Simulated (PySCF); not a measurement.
Atoms are numbered as in `[CH3:1][C:2](=[O:3])[CH2:4][CH:5]1[CH2:6][CH2:7][CH2:8]1`; H(Xn) means a hydrogen on atom n. Ha(C6), Ha(C7), Ha(C8) are cis to C4 on the ring; Hb(C6), Hb(C7), Hb(C8) are trans to C4 on the ring.

[PySCF 2.14.0 with density-fitted response routines: geometry: GFN2-xTB; σ from GIAO-PBE0/pcSseg-1; in vacuum; fast rotation and ring inversion assumed for equivalent nuclei; single conformer; non-relativistic]

Predict the 2D correlation tables (HSQC, COSY, HMBC).

## Answers



HSQC (one-bond C–H):
```tsv
δH	δC
2.44 (H(C5))	35.5 (C5)
2.27 (Hb(C6)/Hb(C8))	29.7 (C6/C8)
2.26 (H(C4))	56.1 (C4)
2.10 (H(C1))	34.9 (C1)
2.07 (Hb(C7))	17.7 (C7)
1.91 (Ha(C7))	17.7 (C7)
1.79 (Ha(C6)/Ha(C8))	29.7 (C6/C8)
```

COSY cross peaks (H two or three bonds apart, from the bond graph; peaks can be absent where the dihedral angle is near 90°):
```tsv
δH	δH
2.44 (H(C5))	2.27 (Hb(C6)/Hb(C8))
2.44 (H(C5))	2.26 (H(C4))
2.44 (H(C5))	1.79 (Ha(C6)/Ha(C8))
2.27 (Hb(C6)/Hb(C8))	2.07 (Hb(C7))
2.27 (Hb(C6)/Hb(C8))	1.91 (Ha(C7))
2.27 (Hb(C6)/Hb(C8))	1.79 (Ha(C6)/Ha(C8))
2.07 (Hb(C7))	1.91 (Ha(C7))
2.07 (Hb(C7))	1.79 (Ha(C6)/Ha(C8))
1.91 (Ha(C7))	1.79 (Ha(C6)/Ha(C8))
```

HMBC (two and three bonds, from the bond graph; two-bond peaks within aromatic rings are usually weak or absent):
```tsv
δH	δC
2.44 (H(C5))	212.4 (C2), 56.1 (C4), 29.7 (C6/C8), 17.7 (C7)
2.27 (Hb(C6)/Hb(C8))	56.1 (C4), 35.5 (C5), 29.7 (C6/C8), 17.7 (C7)
2.26 (H(C4))	212.4 (C2), 35.5 (C5), 34.9 (C1), 29.7 (C6/C8)
2.10 (H(C1))	212.4 (C2), 56.1 (C4)
2.07 (Hb(C7))	35.5 (C5), 29.7 (C6/C8)
1.91 (Ha(C7))	35.5 (C5), 29.7 (C6/C8)
1.79 (Ha(C6)/Ha(C8))	56.1 (C4), 35.5 (C5), 29.7 (C6/C8), 17.7 (C7)
```

Scale: $^{1}$H, $^{13}$C vs TMS (reference shieldings calculated alike).

Short H···H contacts in this conformer between protons four or more bonds apart (candidates for NOE cross peaks, intensity ∝ r⁻⁶): H(C1)···Ha(C6) 2.44 Å, H(C4)···Ha(C6) 2.46 Å, H(C1)···H(C4) 2.51 Å.

Shifts are as computed. Against solution values, carbons near 30 ppm lie about +3 ppm off and those near 130 ppm about +5 ppm (rms about the fit 2.1 ppm; single classes can miss by 10 ppm). Of 1328 compounds with measured shifts, 309 miss one by over three times the rms of a fit or turn the order of signals round; such compounds aren't used in these exercises. Signals without a measured value on file couldn't be tested in this way; 1H shifts scatter by 0.2 ppm about their fit, and single ones miss by 0.5 ppm.
